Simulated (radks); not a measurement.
Coulomb parameter of the 4d shell of the ruthenium ion Ru3+ in the model configuration [Kr] 4d4 5p1, as a second difference U = [E(n + 0.5) + E(n - 0.5) - 2 E(n)] / (0.5)^2 with all orbitals relaxed. "Bare": the charge of the atom changes with n. "Screened": the 5p shell takes up the change at fixed total charge, which measures U(4d,4d) + U(5p,5p) - 2 U(4d,5p). Method: scalar-relativistic Kohn-Sham, r2SCAN, spin-unpolarised, spherical densities, finite nucleus; meta-GGA in the generalised Kohn-Sham scheme; Fermi nuclear charge, rms radius 4.4809 fm; computed with a radial shooting solver on a logarithmic mesh with Libxc functionals.

case              configuration  E - E(n) (eV)
start              [Kr] 4d4 5p1          0.000
bare +0.5        [Kr] 4d4.5 5p1        -19.380
bare -0.5        [Kr] 4d3.5 5p1         22.907
screened +0.5  [Kr] 4d4.5 5p0.5         -8.973
screened -0.5  [Kr] 4d3.5 5p1.5          9.617

U(bare) = 14.106 eV, U(screened by 5p) = 2.575 eV, against the Slater integral F0(4d,4d) = 17.732 eV with frozen orbitals.
